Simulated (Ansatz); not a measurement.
Consider the formal exchange of groups at a Ge–O bond: `C[O][GeH2][O]C` + BH₃ → `[BH2][GeH2][O]C` + CH₃OH.

Calculated with Ansatz (gas phase, PBE0-D4/def2-TZVP geometries, no zero-point term in ΔE). CCSD(T)/CBS is the MP2 limit (def2-TZVPP, def2-QZVPP) plus CCSD(T) − MP2 in def2-TZVPP, frozen cores. This one scheme is used for every species. DFT in def2-TZVPP. B3LYP here is the variant with VWN-RPA as its local correlation; programs differ in this. For Ge outer-core shells are correlated without core-valence functions, which leaves a few kJ/mol of doubt a bond. Scalar relativity is left out up to krypton. Each species was taken in one conformer, which may not be the lowest.

`C[O][GeH2][O]C`:

```xyz
13

C     1.812    0.909    0.505
O     0.452    1.172    0.766
Ge   -0.725    0.926   -0.536
O    -0.753   -0.788   -0.988
C    -1.166   -1.733   -0.028
H     1.987   -0.146    0.265
H     2.197    1.517   -0.324
H     2.383    1.158    1.402
H    -2.065    1.349    0.080
H    -0.284    1.648   -1.815
H    -0.495   -1.759    0.839
H    -1.159   -2.718   -0.499
H    -2.184   -1.535    0.333
```

BH₃:

Cartesian coordinates in Å:
```
B 0.000 0.000 0.000
H 1.123 0.327 0.236
H -0.449 0.157 -1.094
H -0.674 -0.484 0.858
```

`[BH2][GeH2][O]C`:

Z-matrix (Å, degrees):
```
Ge
O 1 1.788
B 1 2.049 2 108.4
H 1 1.550 2 107.6 3 122.6
H 1 1.550 2 107.6 3 -122.6
C 2 1.404 1 117.9 3 179.9
H 3 1.192 1 121.2 2 0.2
H 3 1.194 1 119.7 2 -179.8
H 6 1.099 2 112.2 1 61.0
H 6 1.099 2 112.2 1 -60.7
H 6 1.093 2 108.3 1 -179.8
```

CH₃OH:

```xyz
6

C     0.101   -0.069    0.334
O    -0.222    0.723   -0.785
H     0.370    0.613    1.142
H     0.957   -0.729    0.147
H    -0.746   -0.680    0.673
H    -0.460    0.143   -1.511
```

CCSD(T)/CBS gives +49.3 kJ/mol.

Task: Another level gave +33.5 kJ/mol. Which?
A. PBE/def2-TZVPP
B. B3LYP-D4/def2-TZVPP
C. PBE0-D4/def2-TZVPP
D. HF/def2-TZVPP

Result: A. PBE 33.5, B3LYP-D4 51.9, HF/def2-TZVPP 64.0, PBE0-D4 39.8 kJ/mol.

Largest T1 diagnostic among the species: 0.012.

The D4 term adds +5.2 kJ/mol with B3LYP and +3.0 kJ/mol with PBE0; it sums over pairs of atoms, weighted by their polarisabilities, and B3LYP, whose exchange is more repulsive, gets the larger term. From PBE to PBE0 (25 % exact exchange), in def2-TZVPP and without D4, ΔE moves by +3.2 kJ/mol.

CCSD(T)/CBS has its own doubt, a few kJ/mol and more with outer-core shells, so smaller differences from it don't rank the levels.
